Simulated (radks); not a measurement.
The osmium ion Os2+ inside a hard spherical wall (all orbitals vanish at R), configuration held at [Xe] 4f14 5d6 and not refilled when levels cross. Calculated with a radial shooting solver on a logarithmic mesh with Libxc functionals: scalar-relativistic Kohn-Sham, r2SCAN, spin-polarised, spherical densities, finite nucleus; open shells are filled with parallel spins first (spin-orbit coupling, left out, can overturn this in heavy ions); meta-GGA in the generalised Kohn-Sham scheme; Fermi nuclear charge, rms radius 5.4126 fm. Eigenvalues in eV for spin up, with the zero of energy where the potential of the charges vanishes at infinity; a dash marks a level that is unbound or too diffuse for the functional's potential to be trusted. A positive occupied level is held by the wall or, in an anion where self-interaction has pushed it up, behind a barrier. The pressure on the wall is -dE/dV.

| R (bohr) | E (hartree) | kinetic (hartree) | e(5s) | e(5p) | e(4f) | e(5d) | e(6s, empty) | e(6p, empty) | pressure (GPa) |
|---|---|---|---|---|---|---|---|---|---|
| free | -17251.7794 | 19114.823 | -111.45 | -70.552 | -69.657 | -24.327 | -21.232 | -13.498 | 0 |
| 20 | -17251.7794 | 19114.823 | -111.45 | -70.552 | -69.657 | -24.327 | -21.232 | -13.498 | < 0.0001 |
| 15 | -17251.7794 | 19114.823 | -111.45 | -70.552 | -69.657 | -24.327 | -21.232 | -13.498 | < 0.0001 |
| 12 | -17251.7794 | 19114.823 | -111.45 | -70.552 | -69.657 | -24.327 | -21.232 | -13.498 | < 0.0001 |
| 7 | -17251.7792 | 19114.825 | -111.45 | -70.544 | -69.648 | -24.320 | -21.216 | -13.364 | 0.0140 |
| 6 | -17251.7782 | 19114.837 | -111.40 | -70.496 | -69.595 | -24.277 | -21.123 | -12.972 | 0.168 |
| 4 | -17251.6978 | 19115.400 | -109.75 | -68.962 | -67.802 | -22.732 | -17.714 | -6.176 | 24.6 |
| 3.5 | -17251.5489 | 19116.248 | -107.91 | -67.268 | -65.728 | -20.790 | -13.233 | 0.943 | 91.9 |
| 2.5 | -17249.6591 | 19125.491 | -96.811 | -56.380 | -52.303 | -6.044 | 23.270 | 49.937 | 1920 |
| 2 | -17244.0213 | 19150.489 | -78.585 | -35.952 | -30.281 | 22.375 | 94.939 | 135.38 | 12600 |
| 1.5 | -17216.4663 | 19256.898 | -16.683 | 37.858 | 30.272 | 117.89 | 323.97 | 389.09 | 121000 |
